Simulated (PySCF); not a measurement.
## Correlation energy of P (phosphorus, neutral)

[Ne] 3s2 3p3, high-spin 4S determinant. Computed with PySCF 2.14 in dyall-av3z, with the spin-free X2C one-electron Hamiltonian (Gaussian nucleus). Frozen: [Ne]; 5 electrons correlated; the 26 highest virtual orbitals of each spin left out.

MP2 pair energies summed by pair of shells (mhartree):

```
 pair  energy  share (%)
3s-3p  -55.06       64.9
3p-3p  -18.89       22.3
3s-3s  -10.92       12.9
```

Total MP2 correlation energy: -84.87 mhartree.

Same-spin part -23.19 and opposite-spin part -61.67 mhartree; SCS-MP2 scales them by 1/3 and 6/5 to -81.74 mhartree.
